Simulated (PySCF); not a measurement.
A species of formula C6H8O2S has this rotational fingerprint, computed with PBE0/pcSseg-1 in PySCF (dipole) on a GFN2-xTB geometry, gas phase:

```
Rotational constants : A = 1784, B = 1261, C = 1059 MHz
Dipole components    : |μa| = 0.88 D, |μb| = 0.76 D, |μc| = 1.37 D
Inertial defect      : -206.73 u·Å²
κ                    : -0.44
```

Question: Which candidate fits, each taken in the one conformer that was computed?
A. `[CH3:1][O:2][CH2:3][c:4]1[cH:5][cH:6][c:7]([OH:8])[s:9]1` with C1–O2–C3–C4 66°, O2–C3–C4–C5 57°, C6–C7–O8–H 180°
B. `[CH3:1][C@@:2]1([O:3][CH:4]=[O:5])[CH2:6][CH2:7][C:8]1=[S:9]` with C1–C2–O3–C4 71°, C2–O3–C4–O5 1°
C. `[CH3:1][S@@:2](=[O:3])[C@H:4]1[CH2:5][CH:6]=[CH:7][C:8]1=[O:9]` with C1–S2–C4–C5 -174°, S2–C4–C5–C6 104°, C4–C5–C6–C7 8°, C6–C7–C8–O9 174°, S2–C4–C8–C7 -102°
D. `[O:1]=[CH:2][O:3]/[CH:4]=[C:5]1/[CH2:6][CH2:7][CH2:8][S:9]1` with O1–C2–O3–C4 0°, C2–O3–C4–C5 179°, C4–C5–C6–C7 154°, C5–C6–C7–C8 43°, C6–C7–C8–S9 -42°, C7–C8–S9–C5 24°
E. `[CH3:1][C@@:2]1([C:3](=[O:4])[OH:5])[CH2:6][CH2:7][C:8]1=[S:9]` with C1–C2–C3–O4 142°, C2–C3–O5–H -177°
F. `[CH3:1][S:2](=[O:3])(=[O:4])[C:5]1=[CH:6][CH2:7][CH:8]=[CH:9]1` with C1–S2–C5–C6 -104°

Answer: E. It is C[C@@]1(C(=O)O)CCC1=S, an asymmetric top, point group C1. The candidates at the same level (rigid rotor, commonest isotopes):

```json
{"SMILES": "CS(=O)(=O)C1=CCC=C1", "A (MHz)": "2959", "B (MHz)": "1004", "C (MHz)": "915.9", "μa (D)": "4.01", "μb (D)": "0.51", "μc (D)": "3.55", "Δ (u·Å²)": "-122.46", "point group": "C1", "rotor": "near-prolate asymmetric top"}
{"SMILES": "C[C@@]1(C(=O)O)CCC1=S", "A (MHz)": "1784", "B (MHz)": "1261", "C (MHz)": "1059", "μa (D)": "0.88", "μb (D)": "0.76", "μc (D)": "1.37", "Δ (u·Å²)": "-206.73", "point group": "C1", "rotor": "asymmetric top"}
{"SMILES": "C[S@@](=O)[C@H]1CC=CC1=O", "A (MHz)": "2155", "B (MHz)": "1366", "C (MHz)": "1059", "μa (D)": "0.95", "μb (D)": "1.44", "μc (D)": "2.94", "Δ (u·Å²)": "-127.22", "point group": "C1", "rotor": "asymmetric top"}
{"SMILES": "O=CO/C=C1/CCCS1", "A (MHz)": "3836", "B (MHz)": "713.4", "C (MHz)": "614.0", "μa (D)": "3.38", "μb (D)": "0.44", "μc (D)": "0.10", "Δ (u·Å²)": "-17.09", "point group": "C1", "rotor": "near-prolate asymmetric top"}
{"SMILES": "C[C@@]1(OC=O)CCC1=S", "A (MHz)": "2546", "B (MHz)": "966.2", "C (MHz)": "863.1", "μa (D)": "0.12", "μb (D)": "1.33", "μc (D)": "0.07", "Δ (u·Å²)": "-136.06", "point group": "C1", "rotor": "asymmetric top"}
{"SMILES": "COCc1ccc(O)s1", "A (MHz)": "3245", "B (MHz)": "824.5", "C (MHz)": "761.6", "μa (D)": "0.69", "μb (D)": "1.62", "μc (D)": "0.31", "Δ (u·Å²)": "-105.19", "point group": "C1", "rotor": "near-prolate asymmetric top"}
```

`C[C@@]1(OC=O)CCC1=S` has A 43 % too high; `COCc1ccc(O)s1` has A 82 % too high; `C[S@@](=O)[C@H]1CC=CC1=O` has A 21 % too high; `O=CO/C=C1/CCCS1` has A 115 % too high; `CS(=O)(=O)C1=CCC=C1` has A 66 % too high. No structure here is proved a minimum.
